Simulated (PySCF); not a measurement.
## Spinor energies of Nd²⁵⁺ (neodymium, charge +25)

Start: [Ar] 3d10 4s2 4p5; 4p1/2 filled at m_j = -1/2, +1/2; 4p3/2 filled at m_j = -1/2, +1/2, +3/2. Calculated with PySCF 2.14 in an uncontracted even-tempered set (17 s from 1.9 bohr⁻², ratio 2.8; 14 p from 2.5 bohr⁻², ratio 2.8; 9 d from 4.5 bohr⁻², ratio 2.8; 4 f from 14 bohr⁻², ratio 3): generalised Hartree-Fock with the X2C-1e Hamiltonian and a Gaussian nucleus; spin-orbit coupling (SO) screened by Boettger's factors.

```
spinor shell  electrons  ε, screened SO (eV)  weight of nominal j (screened SO)  rms radius, screened SO (bohr)
       1s1/2          2             -44577.6                              1.000                          0.0269
       2s1/2          2              -7988.6                              1.000                           0.109
       2p1/2          2              -7588.0                              1.000                          0.0937
       2p3/2          4              -7062.6                              1.000                          0.0997
       3s1/2          2              -2368.3                              1.000                           0.281
       3p1/2          2              -2197.7                              1.000                           0.272
       3p3/2          4              -2087.0                              1.000                           0.284
       3d3/2          4              -1794.5                              0.999                           0.256
       4s1/2          2              -999.56                              1.000                           0.596
       4p1/2          2              -926.35                              0.997                           0.608
       4p3/2          3              -895.80                              0.998                           0.631
```

(1) Where does 3d5/2 lie, and what is the 3d spin-orbit splitting (screened SO)?

```
   quantity  screened SO
E (hartree)  -9332.01691
        M_J          3/2
       ⟨J²⟩        3.752
       ⟨L²⟩        2.030
       ⟨S²⟩        0.779
```

Each row is a mean over spinors that exchange with the open shell spreads, by up to 9.495 eV (4s1/2).

Breit and QED terms are absent; they matter most for the inner s and p1/2 levels.

Densities and radii are taken from the X2C orbitals without a picture-change correction, which distorts them close to the nucleus.

Answers

(1) At -1770.6 eV, 23.837 eV above 3d3/2.
